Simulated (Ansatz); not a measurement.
Species: H2BSeO, charge 0, doublet. H2BSeO (SMILES B([O])[SeH], doublet).
B3LYP-D3(BJ)/def2-TZVP minimum from Ansatz (a quantum-chemistry and plane-wave program):
```
B
O 1 1.2794
H 1 1.1957 2 127.93
Se 1 2.0119 3 114.95 2 -180.00
H 4 1.4722 1 95.66 3 180.00
```
Charge 0, spin multiplicity 2.

Atomisation energy term by term, kcal/mol (programs: Ansatz). Radicals and triplets start from unrestricted determinants; spin-orbit coupling is neglected. Cores are frozen in correlated methods (noble-gas shells, and filled d and f shells in the p block). No relativity. CBS(X,Y): correlation extrapolated as X^-3, Hartree-Fock from the larger set. A bracket is a step between two methods taken in the basis named. For partners of very few electrons the exact lower level stands in for a higher one.

```
term                               basis  kcal/mol
------------------  --------------------  --------
Hartree-Fock                     cc-pVQZ    279.13
CCSD correlation    CBS(cc-pVTZ,cc-pVQZ)     99.35
(T)                 CBS(cc-pVTZ,cc-pVQZ)      8.94
CCSDT(Q) - CCSD(T)               cc-pVDZ      1.25
sum: De                                      388.7
```
